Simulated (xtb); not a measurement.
CH₄N (SMILES [CH2-]N), charge -1, singlet, at a GFN2-xTB geometry; GFN2-xTB with ALPB(water) in xtb.

xtb was given this input:
```
$ xtb mol.xyz --gfn 2 --chrg -1 --alpb water --json

# file mol.xyz
6

C     -0.08198403     0.82858640    -0.00681169
N      0.04689124    -0.73190230     0.00619811
H     -0.49812098    -1.02854792     0.82390464
H     -0.50963896    -1.04302318    -0.79826373
H      0.59202741     1.11962037     0.87526805
H      0.57939804     1.10374838    -0.90342560
```

The log (banner, timings and long lists left out):

```
   ID    Z sym.   atoms
    1    6 C      1
    2    7 N      2
    3    1 H      3-6

           -------------------------------------------------
          |                Calculation Setup                |
           -------------------------------------------------

           -------------------------------------------------
          |                 G F N 2 - x T B                 |
           -------------------------------------------------

      * Solvation model:               ALPB
        Solvent                        water
        Parameter file                 internal GFN2-xTB/ALPB
        Dielectric constant                8.0200E+01
        Reference state                gsolv [1 M gas/solution]
        Free energy shift                  1.0808E-03 Eh       6.7819E-01 kcal/mol
        Temperature                        2.9815E+02 K
        Density                            1.0000E+00 kg/L
        Solvent mass                       1.8000E+01 g/mol
        Interaction kernel             P16
        Born radius scaling (c1)           1.4744E+00
        Born radii integrator          GBOBC
        Born offset                        0.0000E+00 a0       0.0000E+00 AA
        H-bond correction              true
        Ion screening                  false
        Surface tension                    1.0000E-05 Eh       1.5569E+01 dyn/cm
        Grid points                               230 per atom

          ...................................................
          :                      SETUP                      :
          :.................................................:
          :  # basis functions                  12          :
          :  # atomic orbitals                  12          :
          :  # shells                            8          :
          :  # electrons                        14          :
          :  max. iterations                   250          :
          :  Hamiltonian                  GFN2-xTB          :
          :  restarted?                      false          :
          :  GBSA solvation                   true          :
          :  PC potential                    false          :
          :  electronic temp.          300.0000000     K    :
          :  accuracy                    1.0000000          :
          :  -> integral cutoff          0.2500000E+02      :
          :  -> integral neglect         0.1000000E-07      :
          :  -> SCF convergence          0.1000000E-05 Eh   :
          :  -> wf. convergence          0.1000000E-03 e    :
          :  Broyden damping             0.4000000          :
          :  net charge                         -1          :
          :  unpaired electrons                  0          :
          ...................................................

 iter      E             dE          RMSdq      gap      omega  full diag
   1     -7.3064186 -0.730642E+01  0.464E+00    8.31       0.0  T
   2     -7.3207665 -0.143479E-01  0.296E+00    8.06       1.0  T
   3     -7.3216306 -0.864073E-03  0.953E-01    8.15       1.0  T
   4     -7.3216858 -0.552420E-04  0.207E-01    8.17       1.0  T
   5     -7.3217044 -0.185291E-04  0.814E-02    8.18       1.0  T
   6     -7.3217042  0.217195E-06  0.313E-02    8.19       1.3  T
   7     -7.3217065 -0.234730E-05  0.569E-03    8.18       7.2  T
   8     -7.3217065 -0.138411E-07  0.242E-03    8.18      16.9  T
   9     -7.3217065 -0.528160E-08  0.110E-03    8.18      37.2  T
  10     -7.3217065 -0.216243E-08  0.114E-04    8.18     359.4  T
  11     -7.3217065 -0.276783E-10  0.259E-05    8.18    1574.6  T

   *** convergence criteria satisfied after 11 iterations ***

         :::::::::::::::::::::::::::::::::::::::::::::::::::::
         ::                     SUMMARY                     ::
         :::::::::::::::::::::::::::::::::::::::::::::::::::::
         :: total energy              -7.262457421093 Eh    ::
         :: total w/o Gsasa/hb        -7.255183067211 Eh    ::
[...]
         ::    -> Ghb                 -0.006102743068 Eh    ::
         ::    -> Gshift               0.001080759698 Eh    ::
         :: repulsion energy           0.059249068625 Eh    ::
         :: add. restraining           0.000000000000 Eh    ::
         :: total charge              -1.000000000000 e     ::
         :::::::::::::::::::::::::::::::::::::::::::::::::::::

           -------------------------------------------------
          |                Property Printout                |
           -------------------------------------------------

    * Orbital Energies and Occupations

         #    Occupation            Energy/Eh            Energy/eV
      -------------------------------------------------------------
         1        2.0000           -0.5515156             -15.0075
         2        2.0000           -0.4993831             -13.5889
         3        2.0000           -0.4691307             -12.7657
         4        2.0000           -0.4008816             -10.9085
         5        2.0000           -0.3874399             -10.5428
         6        2.0000           -0.3674355              -9.9984
         7        2.0000           -0.2436880              -6.6311 (HOMO)
         8                          0.0570025               1.5511 (LUMO)
         9                          0.1376876               3.7467
        10                          0.1626454               4.4258
        11                          0.1848520               5.0301
        12                          0.2246362               6.1127
      -------------------------------------------------------------
                  HL-Gap            0.3006905 Eh            8.1822 eV
             Fermi-level           -0.0933428 Eh           -2.5400 eV

     #   Z          covCN         q      C6AA      α(0)
     1   6 C        2.718    -0.225    33.997     9.545
     2   7 N        2.612    -0.474    32.527     8.470
     3   1 H        0.859     0.098     1.819     2.113
     4   1 H        0.859     0.098     1.819     2.113
     5   1 H        0.913    -0.248    15.273     6.113
     6   1 H        0.913    -0.248    15.274     6.113

 Mol. C6AA /au·bohr⁶  :        484.803927
 Mol. C8AA /au·bohr⁸  :       8943.750660
 Mol. α(0) /au        :         34.466342

Wiberg/Mayer (AO) data.
largest (>0.10) Wiberg bond orders for each atom

 ---------------------------------------------------------------------------
     #   Z sym  total        # sym  WBO       # sym  WBO       # sym  WBO
 ---------------------------------------------------------------------------
     1   6 C    2.799 --     2 N    0.935     5 H    0.932     6 H    0.932
     2   7 N    2.906 --     3 H    0.984     4 H    0.984     1 C    0.935
     3   1 H    0.990 --     2 N    0.984
     4   1 H    0.990 --     2 N    0.984
     5   1 H    0.938 --     1 C    0.932
     6   1 H    0.938 --     1 C    0.932
 ---------------------------------------------------------------------------

Topologies differ in total number of bonds
Writing topology from bond orders to xtbtopo.mol

molecular dipole:
                 x           y           z       tot (Debye)
 q only:       -0.742      -1.121       0.015
   full:       -0.461      -1.282       0.015       3.464
molecular quadrupole (traceless):
                xx          xy          yy          xz          yz          zz
 q only:        1.482      -1.015      -2.209       0.004       0.033       0.727
  q+dip:        1.742       1.716      -3.470      -0.015       0.034       1.728
   full:        0.960       2.051      -3.028      -0.010       0.031       2.068

           -------------------------------------------------
          | TOTAL ENERGY               -7.262457421093 Eh   |
          | GRADIENT NORM               0.016882478341 Eh/α |
          | HOMO-LUMO GAP               8.182204807388 eV   |
           -------------------------------------------------

normal termination of xtb
```
